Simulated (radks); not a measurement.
The mean radii <r> (bohr) of the occupied orbitals of an atom or ion are listed with their occupations. Calculated with a radial shooting solver on a logarithmic mesh with Libxc functionals: non-relativistic Kohn-Sham, PBEsol, spin-unpolarised, spherical densities, point nucleus.

orbital  occ.      <r>
1s          2  0.02925
2s          2   0.1261
2p          6   0.1074
3s          2   0.3359
3p          6   0.3264
3d         10   0.2971
4s          2   0.7944
4p          6   0.8331
4d         10   0.9579
5s          2    1.985
5p          1    2.245

Name the element and its charge.

Answer. Z = 52, tellurium, charge +3: Te3+ in [Kr] 4d10 5s2 5p1. The 1s radius gives Z: for a bare nucleus <r> = 1.5/Z, 0.02885 bohr for Z = 52, and screening makes it slightly larger (0.02925 here). The occupations add up to 49, and the charge is Z minus that.
